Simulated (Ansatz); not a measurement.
Conformers of C2H6OSi (SMILES C=C[SiH2]O), B3LYP-D3(BJ)/def2-TZVP minima from an xTB search, which can miss the lowest.
Conformer 1 (charge 0, multiplicity 1):
```xyz
10

C      1.63479     0.06456     0.61277
C      0.74133     0.30751    -0.34593
Si    -0.93714    -0.49209    -0.38172
O     -2.16328     0.61896    -0.33313
H      1.42125    -0.61839     1.42907
H      2.61636     0.52728     0.62715
H      1.01599     1.00224    -1.13727
H     -1.16038    -1.22543    -1.64485
H     -0.99504    -1.42383     0.77371
H     -2.17388     1.23919     0.40020
```
Conformer 2 (charge 0, multiplicity 1):
| atom | x (Å) | y (Å) | z (Å) |
|---|---|---|---|
| C | 1.6158 | 0.4764 | 0.2346 |
| C | 0.8497 | -0.0979 | -0.6906 |
| Si | -0.9729 | -0.3606 | -0.4906 |
| O | -1.3733 | 0.2478 | 0.9947 |
| H | 2.6821 | 0.6191 | 0.0936 |
| H | 1.2020 | 0.8271 | 1.1731 |
| H | 1.3169 | -0.4317 | -1.6151 |
| H | -1.7242 | 0.3297 | -1.5715 |
| H | -1.3087 | -1.8056 | -0.5842 |
| H | -2.2874 | 0.1957 | 1.2813 |

Cores are frozen in the correlated methods. MP2 and its Hartree–Fock in cc-pV(Q+d)Z are density fitted.

Codes used: Ansatz (a quantum-chemistry and plane-wave program) with Gaussian orbitals. 

The energy of conformer 2 above conformer 1 is E(conformer 2) − E(conformer 1). Total energies (hartree):

```
level                 conformer 2   conformer 1
-------------------  ------------  ------------
HF/cc-pV(T+d)Z       -443.1283511  -443.1289761
MP2/cc-pV(T+d)Z      -443.8192627  -443.8201149
HF/cc-pV(Q+d)Z       -443.1438783  -443.1446118
MP2/cc-pV(Q+d)Z      -443.8840019  -443.8848924
MP2/cc-pV(D+d)Z      -443.6137476  -443.6145973
CCSD(T)/cc-pV(D+d)Z  -443.6770096  -443.6777111
```

Problem. Work out the energy of conformer 2 above conformer 1 at the basis-set limit: extrapolate the MP2 correlation part as X⁻³, take Hartree–Fock from the larger set, and add the CCSD(T) − MP2 difference of cc-pV(D+d)Z.

Solution. 
1. Differences (1 hartree = 627.509 kcal/mol): HF/cc-pV(T+d)Z 0.392; MP2/cc-pV(T+d)Z 0.535; HF/cc-pV(Q+d)Z 0.460; MP2/cc-pV(Q+d)Z 0.559; MP2/cc-pV(D+d)Z 0.533; CCSD(T)/cc-pV(D+d)Z 0.440.
2. Correlation parts, MP2 less HF: 0.143 in cc-pV(T+d)Z (X = 3), 0.099 in cc-pV(Q+d)Z (X = 4).
3. Limit (4³·(0.099) − 3³·(0.143))/(4³ − 3³) = 0.066; with HF/cc-pV(Q+d)Z it gives 0.527.
4. CCSD(T) less MP2 in cc-pV(D+d)Z: -0.093.
Result: 0.43 kcal/mol, against 0.53 at MP2/cc-pV(T+d)Z. It is an estimate of this method's limit, not of the exact value.
